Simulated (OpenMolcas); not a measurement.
Ru4+: ligand-field states by method

Ru4+ with 6 ligands (fluoride) in octahedral coordination (Oh) at 1.93 Å. A charge of +0.333 e stands 2.6 Å behind each ligand. Ligand basis ANO-RCC-VDZP.

- Program: OpenMolcas
- Basis: ANO-RCC-VDZP [6s5p3d1f]
- Scalar Hamiltonian: DKH2, point nucleus
- Active space: 4 electrons in 5 orbitals (4d)
- State averaging: 2S+1 = 5 even, 5 roots; 2S+1 = 3 even, 45 roots; 2S+1 = 1 even, 50 roots
- Spin-orbit coupling: state interaction with AMFI integrals over the reference wave functions

I. CASSCF
II. SS-CASPT2, IPEA 0.25 Eh, imaginary shift 0.1 Eh (closed shells correlated: 4s 4p and the ligand valence shells)
III. SS-CASPT2, IPEA 0.25 Eh, real shift 0.3 Eh (closed shells correlated: 4s 4p and the ligand valence shells)

Spin-free states (labels of O, the rotations of Oh) in cm-1, each column counted from its own energy of the first state listed:

| State | Degeneracy | I | II | III |
| --- | --- | --- | --- | --- |
| 3T1 | 3 | 0 | 0 | 0 |
| 5E | 2 | 8971 | 14180 | 14180 |
| 1T2 | 3 | 9391 | 6790 | 6840 |
| 1E | 2 | 10669 | 7690 | 7780 |
| 1A1 | 1 | 20432 | 15360 | 15550 |
| 3E | 2 | 24830 | 25270 | 25390 |
| 2S+1 = 3 | 3 | 26378 | 26470 | 26600 |
| 2S+1 = 3 | 3 | 27162 | 27040 | 27150 |
| 2S+1 = 3 | 1 | 28525 | 28000 | 28120 |
| 2S+1 = 3 | 1 | 29613 | 29200 | 29310 |
| 3E | 2 | 31214 | 30090 | 30210 |

From I to II, I's first state of the same spin (3E) moves from 24830 to 25270 cm-1, by about +440 cm-1.

From I to II, I's first state of another spin (5E) moves from 8971 to 14180 cm-1, by about +5200 cm-1. In II another state of that kind comes below it.

I: A least-squares ligand-field fit to the states below 45000 cm-1, each weighted by its degeneracy and with a free common offset, gives 10Dq = 28074 cm-1, B = 792 cm-1 and C = 3008 cm-1 (C/B = 3.80), with an rms deviation of 396 cm-1. The same method and metal basis give the free ion B = 950 cm-1 (fit to its terms below 60000 cm-1, rms deviation 35 cm-1), so the nephelauxetic ratio is β = 792 / 950 = 0.83; it hangs on how both fits weigh the states, and computed free-ion B values tend to be too large, so β mixes covalency with correlation.

χT at 300 K: I 1.02, II 0.97, III 0.98 cm3 K/mol.

Roots that are degenerate in the reference are averaged as groups; the widest CASPT2 spread within a group is 980 cm-1 (the 3-fold group of multiplicity 3 near 56600 cm-1 above the lowest state of its run, II). Shifts and gaps below about the spread of the groups concerned are not significant. Over all roots computed the reference weight is 0.67 to 0.70 in II, 0.71 to 0.73 in III; a low but even weight reflects the number of correlated electrons. An orbital triplet at a regular site is open to Jahn-Teller coupling, which can distort the site and quench the lowest spin-orbit gaps and is left out. This shell can be high or low spin here, a state of another spin lies low, and with metal d orbitals alone active their balance is uncertain, so the ground spin may be wrong, although the usual error favours high spin. The least metal-like active orbital is 75 % on the metal (Löwdin) and no ligand orbital is active, so the numbers are rough. Ligand-to-metal charge-transfer states are missing. With no ligand orbital active B as a rule stays too high, so bands that hang on it stand too high and its fall with covalency is understated. Without dynamic correlation the repulsion within the d shell is too large (B by tens of per cent), so at a given field states of lower spin stand too high (holds for I). With metal d orbitals alone the field can be off either way by tens of per cent (holds for I). With one d shell and no ligand orbital active, 10Dq can be off by a tenth or more (holds for II; III). No measured value stands beside these numbers; the geometry is a model, was not optimised and need not be the one that this ion takes.

A state without a sure symmetry label is named by its multiplicity alone.
